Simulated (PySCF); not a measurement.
CH5FSi, SMILES C[SiH2]F. Coordinates come from a B3LYP-D3(BJ)/def2-TZVP optimisation.

Method: B3LYP-D3(BJ)/def2-TZVP run with PySCF.

Harmonic wavenumbers (cm⁻¹): 162, 245, 509, 680, 737, 769, 853, 888, 960, 983, 1297, 1455, 1460, 2238, 2238, 3031, 3099, 3110. Rotational constants (GHz): 19.87, 6.662, 5.479; symmetry number 1.

Question: Work out the zero-point energy and the ideal-gas rigid-rotor harmonic-oscillator thermochemistry at 298.15 K and 1 atm.

Answer: ZPE = ½ Σ hcν = ½ × 24714 cm⁻¹ = 35.33 kcal/mol. H − E(el) = 38.87 kcal/mol. Entropy in cal/(mol K): translation 38.39, rotation 23.61, vibration 6.34, total 68.34. G − E(el) = 18.50 kcal/mol. Cp = 17.41 cal/(mol K).
